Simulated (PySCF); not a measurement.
Compound: AlF3.
Structure used (PBE0-D3(BJ)/def2-SVP), in Å, numbered top down from 1:
```
atom  x, y, z in Å
Al1    0.0005   -0.0001    0.0002
F2     1.6434   -0.0122    0.0067
F3    -0.8111    1.4283   -0.0095
F4    -0.8328   -1.4160    0.0026
```

The closed-shell ground state was solved at several levels (PySCF, density fitting, gas phase, non-relativistic). The dipole stays under 0.02 D at every level.

```json
{"level": "PBE/pcSseg-1 (pcSseg-2 on Al)", "basis functions": "94", "HOMO (eV)": "-9.41", "LUMO (eV)": "-2.26", "gap (eV)": "7.15"}
{"level": "PBE0/pcSseg-1 (pcSseg-2 on Al)", "basis functions": "94", "HOMO (eV)": "-11.57", "LUMO (eV)": "-1.35", "gap (eV)": "10.22"}
{"level": "wB97X-D/def2-SVPD", "basis functions": "93", "HOMO (eV)": "-13.90", "LUMO (eV)": "-0.02", "gap (eV)": "13.88"}
```

**Question.** What might B3LYP/pcSseg-1 (pcSseg-2 on Al) (94 basis functions) give for the same quantities?

**Answer.** HOMO -11.22 eV, LUMO -1.76 eV, gap 9.46 eV.

**Question.** Over all these levels, which gives the widest orbital gap and which the narrowest?

**Answer.** wB97X-D/def2-SVPD (range-separated hybrid) has the widest, 13.88 eV, and PBE/pcSseg-1 (pcSseg-2 on Al) (GGA) the narrowest, 7.15 eV. Functional and basis both differ between the two, so the spread mixes both effects.

**Question.** In the pcSseg-1 (pcSseg-2 on Al) basis, how does the gap go with the fixed share of exact exchange?

**Answer.** PBE (0 %) 7.15 eV; B3LYP (20 %) 9.46 eV; PBE0 (25 %) 10.22 eV. Each rise in the share widens the gap here.
